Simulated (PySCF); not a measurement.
# Gas-phase thermal properties of MgBr₂

Method: PySCF energies plus ideal-gas RRHO corrections (1 bar). Table values come from the NASA 1993 polynomials. S°(298 K) at PBE0/def2-TZVP differs from the NASA 1993 table for MgBr₂ (-5 J/mol/K); whether the harmonic model or the table's entry is off was not settled. 6-31G* has spherical d functions here. All species are closed-shell singlets. B3LYP is the form with VWN-RPA correlation. Br: all electrons, no relativistic terms. The harmonic model lacks anharmonicity and excited electronic states, which grow with temperature; levels with a mode under 35 cm⁻¹ are left out. Soft modes under 120 cm⁻¹ make the harmonic entropy rough for MgBr₂. The table's entry may be an old estimate for MgBr₂ (not checked at source).

| level | point group | σ | ZPE (kJ/mol) | S°298 (J/mol/K) | Cp298 (J/mol/K) | S°1000 (J/mol/K) | H1000 − H298 (kJ/mol) |
|---|---|---|---|---|---|---|---|
| table | - | - | - | 301.0 | 58.7 | 374.7 | 42.9 |
| B3LYP/6-31G* | D∞h | 2 | 5.3 | 295.7 | 58.3 | 369.1 | 42.8 |
| HF/6-31G* | D∞h | 2 | 5.6 | 294.2 | 58.0 | 367.5 | 42.7 |
| PBE/def2-SVP | D∞h | 2 | 5.4 | 294.3 | 58.3 | 367.7 | 42.8 |
| PBE0/def2-TZVP | D∞h | 2 | 5.4 | 295.7 | 58.2 | 369.1 | 42.8 |
σ: rotational symmetry number. Electronic degeneracy used: 1. Frequencies are unscaled.
